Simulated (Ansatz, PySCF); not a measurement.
Reaction (SMILES): N=C=O [isocyanic acid] → N=C=O as doublet, charge +1 + e-
Each molecule is optimised on its own at B3LYP-D3(BJ)/def2-TZVP (Ansatz, an electronic-structure program). Markedly spin-contaminated UHF reference, which strains HF, MP2 and, less, CCSD(T): N=C=O as doublet, charge +1. A spin state is the lowest found, not a proven ground state.

Wanted: adiabatic ionisation energy (0 K, with B3LYP-D3(BJ) harmonic zero-point energies from PySCF), in eV. Cores are frozen in the correlated levels unless marked. UHF or UKS for open shells. No spin-orbit coupling. Non-relativistic. Basis-set limits of correlation are two-point, X^-3; Hartree-Fock from the larger set.

```tsv
level	program	adiabatic ionisation energy (eV)
PBE0/STO-3G	Ansatz	9.36
r2SCANh-D4/def2-TZVPD	Ansatz + dftd4	11.42
r2SCANh/def2-TZVPD	Ansatz	11.42
MN15-D3(BJ)/def2-TZVPD	PySCF + dftd3	11.58
MN15/def2-TZVPD	PySCF	11.58
B2PLYP-D3(BJ)/def2-TZVPD	Ansatz + dftd3	(withheld)
CCSD(T)/CBS(cc-pVTZ,cc-pVQZ)	Ansatz	(withheld)
```

**Question.** Some entries are withheld; supply them.

**Answer.** 
- B2PLYP-D3(BJ)/def2-TZVPD, adiabatic ionisation energy (eV): 11.55
- CCSD(T)/CBS(cc-pVTZ,cc-pVQZ), adiabatic ionisation energy (eV): 11.61
